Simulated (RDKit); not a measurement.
A run for RDKit: UFF on SiH4 (SMILES [SiH4]).

```python
from rdkit import Chem
from rdkit.Chem import AllChem, rdDetermineBonds

blocks = [
'''5

Si   -0.00000000   -0.00000000   -0.00000000
H     0.85467615    0.85467615    0.85467615
H    -0.85467615   -0.85467615    0.85467615
H    -0.85467615    0.85467615   -0.85467615
H     0.85467615   -0.85467615   -0.85467615
''',
]
mol = None
for b in blocks:
    f = Chem.MolFromXYZBlock(b)
    rdDetermineBonds.DetermineBonds(f, charge=0)
    mol = f if mol is None else Chem.CombineMols(mol, f)
Chem.SanitizeMol(mol)
print(Chem.MolToSmiles(Chem.RemoveHs(mol)))
ff = AllChem.UFFGetMoleculeForceField(mol, vdwThresh=100.0, ignoreInterfragInteractions=False)
e = ff.CalcEnergy()
print(f'UFF energy {e:.6f} kcal/mol')
```

It printed:

```
[SiH4]
UFF energy 0.066533 kcal/mol
```

The run finished.

Cost: roughly 0.020 core-seconds.
